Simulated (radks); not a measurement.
Charge is removed step by step from the 4p3/2 level of the indium ion In11+, starting from [Ar] 3d10 4s2 4p(1/2: 2, 3/2: 4) 4d2. Calculated with a radial shooting solver on a logarithmic mesh with Libxc functionals: Dirac Kohn-Sham, PBE, spin-unpolarised, spherical densities, finite nucleus; open shells fill j = l - 1/2 first; Fermi nuclear charge, rms radius 4.6156 fm.

removed (e)  E - E(0) (eV)  eigenvalue (eV)  E minus straight line (eV)
0                    0.000          -278.19                       0.000
0.25                70.352          -284.63                      -2.430
0.5                 142.32          -291.11                      -3.246
0.75                215.91          -297.62                      -2.439
1                   291.13          -304.16                       0.000

Removing the whole electron costs 291.13 eV by Delta-SCF, against 278.19 eV from minus the eigenvalue at the starting occupation. Slater's transition state (half an electron removed) gives 291.11 eV. Integrating minus the eigenvalue over the occupation (Janak's theorem) gives 291.13 eV. The mean slope of the eigenvalue, de/dn, is 26.0 eV per electron.
